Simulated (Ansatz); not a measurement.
Abridged output of a molecular run in Ansatz:

```
Functional definition: HF
  name "HF"
  cite "Fock, Z. Phys. 61, 126 (1930) doi:10.1007/BF01340294"
  parent pbe
  exchange = exact_x
  correlation = 0
1684 factors; integrals over basis functions are off by at most 1.1e-3 eV
mean field evaluation 1: about -20041.7496 eV, gradient 4.7e1 eV
mean field evaluation 2: about -20041.9837 eV, gradient 4.7e1 eV
mean field evaluation 4: about -20047.0571 eV, gradient 4.3e0 eV
mean field evaluation 8: about -20047.1425 eV, gradient 2.9e-1 eV
mean field -20047.14283217 eV, -736.7189106408 hartree, gradient 3.2e-6 eV, S^2 0.000000; 0 other end points of the search recorded, 0 dependent functions left out
13 core orbitals not correlated: weight in the atoms' cores, before any rotation towards them, 1.000 or more for the frozen orbitals, at most 0.000 for the correlated occupied ones
reference -20047.14283217 eV, -736.7189106408 hartree; 15, 15 occupied and 261, 261 virtual orbitals, 1684 factors
second order -21.84174901 eV of doubles, -0.00000000 eV of singles
cycle   1  -22.65057190 eV  change   -8.1e-1 eV  update   1.1e-1
cycle   2  -23.27622283 eV  change   -6.3e-1 eV  update   3.3e-2
cycle   3  -23.40533847 eV  change   -1.3e-1 eV  update   1.7e-2
cycle   4  -23.39024453 eV  change    1.5e-2 eV  update   4.5e-3
cycle   5  -23.38901787 eV  change    1.2e-3 eV  update   2.0e-3
cycle   6  -23.38942357 eV  change   -4.1e-4 eV  update   5.6e-4
cycle   7  -23.38902098 eV  change    4.0e-4 eV  update   1.8e-4
cycle   8  -23.38899963 eV  change    2.1e-5 eV  update   6.2e-5
cycle   9  -23.38903004 eV  change   -3.0e-5 eV  update   2.3e-5
perturbative correction -0.86115083 eV, -0.0316467094 hartree
Total energy: -20071.39301304 eV, -737.6100883505 hartree
```

Its atoms:

```xyz
13

O     1.111    1.206   -0.165
B     0.436    0.014   -0.265
Si    1.110   -1.556   -1.369
N    -0.775   -0.058    0.456
Si   -1.440    1.229    1.432
H     1.931    1.250   -0.656
H     0.176   -2.715   -1.295
H     2.449   -2.016   -0.898
H     1.265   -1.183   -2.805
H    -1.300   -0.917    0.408
H    -0.526    1.599    2.540
H    -2.713    0.711    1.998
H    -1.723    2.437    0.618
```

(1) Which basis set was used?
A. cc-pV(Q+d)Z
B. def2-TZVPPD
C. def2-TZVPP
D. def2-SVP

(2) Write the keys of the input that set method, charge and spin (a neutral closed shell needs none for the last two).

Answers

(1) C. It gives 289 functions.

(2) 
```yaml
correlation: {method: ccsd_t}
```
